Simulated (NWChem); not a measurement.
# C2H6BCl; SMILES ClB(C)C

```xyz
10

B      0.0016    -0.3937    -0.0545
Cl     0.0429     1.3653    -0.2907
C      1.3623    -1.1552     0.0643
H      1.6281    -1.4893    -0.9573
H      1.2838    -2.0688     0.6737
H      2.1951    -0.5342     0.4225
C     -1.3934    -1.0961     0.0232
H     -1.3608    -2.1407    -0.3229
H     -2.1988    -0.5540    -0.4915
H     -1.6681    -1.1361     1.0951
```
Atoms are numbered in this order, from 1.

All runs: NWChem. Pople sets run with spherical d functions. Geometry: optimised at PBE0/def2-SVP. GIAO values for the isolated, static molecule; σ is the absolute isotropic shielding, δ = σ(reference) − σ with the isolated reference molecule computed at the same levels (11B: boron trifluoride, 13C: tetramethylsilane, 1H: tetramethylsilane).

### Question
Predict the results for Hartree-Fock/6-31G*. Quantities: δ B1 (ppm); σ Cl2 (ppm); δ C3 (ppm); δ H4 (rotor mean) (ppm).

### Answer
The δ B1 (ppm) is 64.0 and the σ Cl2 (ppm) is 816.4. The δ C3 (ppm) is 13.5 and the δ H4 (rotor mean) (ppm) comes out as 0.85.
